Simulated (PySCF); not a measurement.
Atoms are numbered as in `[SiH3:1][SiH2:2][CH:3]=[C:4]([Cl:5])[Cl:6]`. Hydrogens are named by the atom that carries them.

Geometry: PBE0-D3(BJ)/def2-SVP; GIAO shifts from PySCF, gas phase, non-relativistic, averaged over equivalent atoms.

At PBE0/STO-3G (52 basis functions, 4.8 s wall time on 1 thread of an Arm Neoverse V1, shared host):
```csv
atoms,δ (ppm)
Si2,-58.3
Si1,-81.2
C4,120.7
C3,113.2
Cl6,154.1
Cl5,142.4
H(C3),5.86
H(Si2),2.18
H(Si1),1.74
```

Scale: TMS for 29Si (σref 517.60) and 13C (σref 234.69) and 1H (σref 32.60); HCl for 35Cl (σref 1025.84) (reference shieldings calculated alike).

Problem. What do these become at PBE0/cc-pVTZ?

Solution. 
```json
{"atoms": "Si2", "δ at PBE0/cc-pVTZ": "-75.6", "change": "-17.3"}
{"atoms": "Si1", "δ at PBE0/cc-pVTZ": "-100.4", "change": "-19.2"}
{"atoms": "C4", "δ at PBE0/cc-pVTZ": "154.8", "change": "+34.1"}
{"atoms": "C3", "δ at PBE0/cc-pVTZ": "126.0", "change": "+12.8"}
{"atoms": "Cl6", "δ at PBE0/cc-pVTZ": "372.0", "change": "+217.9"}
{"atoms": "Cl5", "δ at PBE0/cc-pVTZ": "353.9", "change": "+211.5"}
{"atoms": "H(C3)", "δ at PBE0/cc-pVTZ": "6.14", "change": "+0.28"}
{"atoms": "H(Si2)", "δ at PBE0/cc-pVTZ": "4.28", "change": "+2.10"}
{"atoms": "H(Si1)", "δ at PBE0/cc-pVTZ": "3.72", "change": "+1.98"}
```

Shifts are taken against calculated references (same method and geometry level): 29Si (360.00 ppm), 13C (187.29 ppm), 1H (31.29 ppm) against TMS; 35Cl (952.42 ppm) vs HCl.

The largest change is at Cl6 (chlorine bonded to C). Cost: 280 basis functions, 51 s wall time on 1 thread of an Arm Neoverse V1, shared host.

Carbons that carry Cl, above all several Cl atoms, come out too deshielded, partly because spin–orbit coupling is missing.
